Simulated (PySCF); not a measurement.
# C+: ionisation energy

C+ [He] 2s2 2p1 (2P) → C(2+) [He] 2s2 (1S), as a difference of total energies. Calculation: PySCF 2.14, in aug-cc-pVTZ (5s4p3d2f, 46 functions); the non-relativistic Hamiltonian (point nucleus). Correlated levels: valence: 1s2 frozen. The calculations carry no spin-orbit coupling.

```json
{"method": "UHF", "ionisation energy (eV)": "24.150"}
{"method": "LDA", "ionisation energy (eV)": "24.751"}
{"method": "PBE", "ionisation energy (eV)": "24.832"}
{"method": "PBE0", "ionisation energy (eV)": "24.815"}
{"method": "r2SCAN", "ionisation energy (eV)": "24.984"}
{"method": "M06-L", "ionisation energy (eV)": "24.852"}
{"method": "wB97M-V", "ionisation energy (eV)": "24.381"}
{"method": "M06-2X", "ionisation energy (eV)": "24.438"}
{"method": "B3LYP", "ionisation energy (eV)": "25.014"}
{"method": "MP2 (valence)", "ionisation energy (eV)": "24.364"}
{"method": "SCS-MP2 (valence)", "ionisation energy (eV)": "24.325"}
```

**Question.** How much does correlation contribute at MP2 (valence)?

**Answer.** 24.364 − (24.150) = 0.214 eV, measured against UHF.

A first-order spin-orbit estimate (lowest level to lowest level, LS coupling) adds 0.005 eV.

Errors of the correlated levels include the incompleteness of this basis and the frozen core.

For comparison: 24.383 eV (measured; NIST Atomic Spectra Database, ionization energies).
